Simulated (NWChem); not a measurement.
# hexafluorocyclobutene (C₄F₆); SMILES FC1=C(F)C(F)(F)C1(F)F

```xyz
10

F      1.5906     0.0000     1.8856
C      0.6708     0.0000     0.9653
C     -0.6708     0.0000     0.9653
F     -1.5906     0.0000     1.8856
C     -0.7811     0.0000    -0.5308
F     -1.3350    -1.0828    -1.0872
F     -1.3350     1.0828    -1.0872
C      0.7811     0.0000    -0.5308
F      1.3350     1.0828    -1.0872
F      1.3350    -1.0828    -1.0872
```
Atoms are numbered in this order, from 1.

Program: NWChem. Geometry: optimised at PBE0/def2-SVP. Level: PBE/def2-SVP with COSMO at NWChem's default radii, gas-phase geometry; rows give the dielectric constant.

```json
[
 {"dielectric constant": "1.5", "electrostatic solvation energy (kcal/mol)": "-0.7", "dipole in solution (D)": "1.39"},
 {"dielectric constant": "2.0", "electrostatic solvation energy (kcal/mol)": "-1.1", "dipole in solution (D)": "1.44"},
 {"dielectric constant": "11.7", "electrostatic solvation energy (kcal/mol)": "-2.1", "dipole in solution (D)": "1.57"},
 {"dielectric constant": "20.7", "electrostatic solvation energy (kcal/mol)": "-2.2", "dipole in solution (D)": "1.59"},
 {"dielectric constant": "25.0", "electrostatic solvation energy (kcal/mol)": "-2.3", "dipole in solution (D)": "1.59"}
]
```
